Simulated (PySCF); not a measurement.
C3H6AuN, multiplicity 1. Atoms are numbered in the order given.

```xyz
11

Au     0.0000     0.0000    -0.5146
C      0.0000     0.0000    -2.5747
H      0.7144     0.7498    -2.9761
H     -1.0066     0.2437    -2.9761
H      0.2922    -0.9936    -2.9761
C      0.0000     0.0000     4.0591
N      0.0000     0.0000     2.6491
C      0.0000     0.0000     1.4679
H     -1.0050     0.2697     4.4423
H      0.7361     0.7355     4.4423
H      0.2689    -1.0052     4.4423
```

Geometry: PBE-D3(BJ)/def2-SVP. The spin state was assumed, not searched. The isomer is the one that the SMILES or the coordinates give; other isomers of the formula were not compared. The def2 effective core potentials stand for the cores of Au; spin–orbit coupling is left out.

All values below come from PBE-D3(BJ)/def2-SVP (PySCF 2.14.0).

Frequencies are harmonic and unscaled.

A small imaginary wavenumber (i) marks a very flat motion, where grid noise or a shallow saddle decides the sign.

Modes within 1.5 cm⁻¹ of each other (mostly degenerate sets) share a row, with their intensities summed.

Computed normal modes with their intensities:
```tsv
mode	ν (cm⁻¹)	IR (km/mol)	moving atoms (share of kinetic energy)
1	17i	0.0	H 100 %
2–3	55	1.7	C 67 %, H 26 %
4–5	181	4.2	N 48 %, C 26 %, H 20 %
6	312	3.5	C 50 %, N 26 %, Au 16 %
7–8	389	13.0	C 69 %, N 20 %, H 9 %
9	549	13.4	C 74 %, H 20 %
10–11	723	38.7	H 79 %, C 20 %
12	1026	0.0	C 73 %, N 16 %, H 11 %
13–14	1085	1.2	H 73 %, C 20 %
15	1169	1.7	H 81 %, C 19 %
16–18	1381	28.7	H 83 %, C 17 %
19–20	1404	25.1	H 97 %
21	2236	512.0	N 52 %, C 47 %
22	2954	23.1	H 97 %
23	2972	18.9	H 97 %
24–25	3049	20.8	H 91 %, C 9 %
26–27	3068	1.1	H 90 %, C 10 %
```
